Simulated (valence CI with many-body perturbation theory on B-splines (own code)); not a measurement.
## Ga XXV: input, log and results

Calculated by relativistic CI+MBPT: five valence electrons over a frozen Dirac-Fock core [He], radial functions for each j: 9 s, 9 p, 8 d, 6 f, 3 g, 1 h, with the one-electron correlation potential Σ1 (screened to all orders), the two-electron term Σ2, the three-electron term Σ3, Breit, model QED; selected single and double excitations, second order for the rest (own B-spline code, finite nucleus).

Command, and the settings that its task file holds:

```sh
python run_cv.py task.json out
```

```
atom Ga  Z=31  mass_number=69  rms_radius_fm=3.9973
core [He]
valence 2s2 2p3
avg = 1
basis = M
breit = 1
cap = 40000
capref = 1200
cscale = 1
de = 0.0
dress = 0
eps = 2e-08
h = 0.27
hh = 1
l2 = 3
lcore = 6
maxit = 60
n2 = 5
natural = 1
nlev = 45
nno = [5, 5, 5, 4, 2, 1]
nroot = 26
nsp = [4, 4, 3, 2, 1, 0]
pt2 = 1
qed = 1
rpa = 1
s1 = 1
s2 = 1
s3 = 1
screen = 1
tol = 2e-05
```

**Question.** Roughly how long does this run take on one core of Arm Neoverse V2, and how much memory?

**Answer.** 4 min on 1 thread of Arm Neoverse V2, on a shared host, peak memory 1.4 GiB.

Log. The first blocks belong to the next ion, which gives the ionisation energy. Fields: 2J, parity (1 odd), roots, reference size, generating configurations, candidates as configurations/state functions, variational space P, stored matrix elements, Davidson steps; e2 is the range of second-order energies in hartree. The first line gives the box (bohr), its intervals, the orbitals and the steps of their self-consistent field. Window is the range of levels sought, series limit the energy at which the first omitted orbital would enter, core excitation an estimate of the first excitation out of the core, left out the lowest levels not solved, and shifts from estimates the range by which levels moved from their first estimate, all in cm⁻¹.

```
rmax 3.4 intervals 58 orbitals 63 references ['2s2 2p3', '2s 2p4', '2p5'] scf 4 t 0.4
2J=0 par=0 roots 2 ref 28 generators 4 cand 3355/4621 P 2259/3148 nnz 1.3e+06 it 5
2J=0 par=0 roots 2 ref 28 generators 8 cand 5486/8566 P 2910/4085 nnz 1.8e+06 it 5
   second order: generators 15 cand 15446/27134 e2 -0.00003 -0.00003
reference levels 581, estimated 452, window 11621126 1/cm; series limit 16361960, core excitation 75644238
2J=3 par=1 roots 18 ref 87 generators 23 cand 28496/213618 P 2007/8000 nnz 5e+06 it 10
2J=3 par=1 roots 18 ref 87 generators 29 cand 38353/303082 P 7192/40000 nnz 8.2e+07 it 10
   second order: generators 70 cand 87473/873977 e2 -0.01185 -0.00081
2J=5 par=1 roots 11 ref 72 generators 18 cand 29111/257238 P 1850/8000 nnz 5.7e+06 it 8
2J=5 par=1 roots 11 ref 72 generators 22 cand 36075/375165 P 6302/39999 nnz 8.8e+07 it 9
   second order: generators 50 cand 76023/938443 e2 -0.01141 -0.00126
2J=1 par=1 roots 12 ref 58 generators 21 cand 25568/120526 P 2701/7995 nnz 4.2e+06 it 8
2J=1 par=1 roots 12 ref 58 generators 25 cand 30943/153780 P 9908/39995 nnz 7.1e+07 it 10
   second order: generators 60 cand 73439/452545 e2 -0.00235 -0.00019
2J=5 par=0 roots 15 ref 79 generators 22 cand 29955/260015 P 1979/7998 nnz 5.7e+06 it 8
2J=5 par=0 roots 15 ref 79 generators 27 cand 38410/418487 P 6500/39993 nnz 8.5e+07 it 10
   second order: generators 76 cand 106643/1460971 e2 -0.00928 -0.00271
2J=3 par=0 roots 19 ref 86 generators 22 cand 29277/215697 P 1916/8000 nnz 5.6e+06 it 9
2J=3 par=0 roots 19 ref 86 generators 30 cand 41080/370964 P 6967/40000 nnz 8e+07 it 11
   second order: generators 79 cand 104783/1203030 e2 -0.01075 -0.00188
2J=1 par=0 roots 14 ref 59 generators 23 cand 26316/121767 P 2790/7996 nnz 4.5e+06 it 9
2J=1 par=0 roots 14 ref 59 generators 29 cand 33517/171061 P 9949/40000 nnz 7e+07 it 11
   second order: generators 70 cand 81365/485162 e2 -0.00271 -0.00028
2J=7 par=1 roots 5 ref 44 generators 11 cand 23236/224259 P 1848/7994 nnz 5.6e+06 it 5
2J=7 par=1 roots 5 ref 44 generators 12 cand 24874/251231 P 6011/39973 nnz 9.2e+07 it 7
   second order: generators 32 cand 63188/873013 e2 -0.00452 -0.00185
2J=7 par=0 roots 7 ref 46 generators 12 cand 24026/226711 P 1835/7997 nnz 5.6e+06 it 7
2J=7 par=0 roots 7 ref 46 generators 17 cand 34653/456812 P 5765/39996 nnz 9.8e+07 it 8
   second order: generators 48 cand 80772/1310721 e2 -0.00637 -0.00218
2J=9 par=0 roots 3 ref 22 generators 5 cand 13572/126106 P 1810/7998 nnz 6.2e+06 it 5
2J=9 par=0 roots 3 ref 22 generators 6 cand 14939/174258 P 5446/39985 nnz 1.2e+08 it 6
   second order: generators 26 cand 58159/891925 e2 -0.00074 -0.00055
2J=9 par=1 roots 2 ref 17 generators 4 cand 12105/122141 P 1493/7994 nnz 7.8e+06 it 5
2J=9 par=1 roots 2 ref 17 generators 5 cand 15827/173130 P 4557/36806 nnz 1.2e+08 it 5
   second order: generators 12 cand 33488/438348 e2 -0.00090 -0.00035
2J=11 par=1 roots 1 ref 4 generators 1 cand 5484/57319 P 1537/7979 nnz 7.8e+06 it 5
2J=11 par=1 roots 1 ref 4 generators 3 cand 12716/164734 P 3706/29410 nnz 9.9e+07 it 5
   second order: generators 8 cand 22242/260782 e2 -0.00013 -0.00013
left out: unestimated 14984055, estimated 12257840, shifts from estimates -282 to 420
operators 0.1
```

The Davidson iterations converged.

No measured spectrum was set against this ion. As an estimate, levels of excited configurations hold to 0.05 to 0.15 % of their energy, terms of the ground configuration to about 0.5 %. Among the levels kept, up to 2000 cm⁻¹ of a level comes from second order outside the variational space, and about a tenth of that is noise between levels of different J, which matters for small intervals.

* Valence energy: -495.2141 hartree
* Ionisation energy: 2390.2 eV (NIST: 2391 ± 18 eV (semi-empirical))
* Reference configurations for the orbitals: 2s2 2p3, 2s 2p4, 2p5
* Radial orbitals: 63
* Box radius: 3.372 bohr
* Largest variational space: 40000
* Lowest levels: 2s²2p³ ⁴S°_3/2 0, 2s²2p³ ²D°_3/2 208680, 2s²2p³ ²D°_5/2 281990, 2s²2p³ ²P°_1/2 389950, 2s²2p³ ²P°_3/2 561350, 2s2p⁴ ⁴P_5/2 1017000, 2s2p⁴ ⁴P_3/2 1163900, 2s2p⁴ ⁴P_1/2 1189100, 2s2p⁴ ²D_3/2 1413500, 2s2p⁴ ²D_5/2 1467100, 2s2p⁴ ²S_1/2 1613300, 2s2p⁴ ²P_3/2 1680100, 2s2p⁴ ²P_1/2 1897600, 2p⁵ ²P°_3/2 2594200 cm⁻¹

Names give the largest LS component (configuration and term), which can be under half, so a name can repeat, a term be missing and a line seem to break the LS rules; names also repeat where a configuration has a term twice.
